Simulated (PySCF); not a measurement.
CHS, SMILES S[C] (connectivity only; charge and spin as stated), neutral, multiplicity 2. Atoms are numbered in the order given.

```xyz
3

S     -0.0960    -0.4070     0.0000
C      0.0549     1.2277     0.0000
H      1.2063    -0.8537     0.0000
```
Charge 0, spin multiplicity 2.

The structure is a stationary point at B3LYP-D3(BJ)/def2-TZVPD.

Method: B3LYP-D3(BJ)/def2-TZVPD run with PySCF.

Frequencies are harmonic and unscaled.

```tsv
mode	ν (cm⁻¹)	IR (km/mol)	moving atoms (share of kinetic energy)
1	792	14.5	H 71 %, C 14 %, S 14 %
2	931	38.2	C 64 %, H 18 %, S 18 %
3	2337	28.1	H 97 %
```
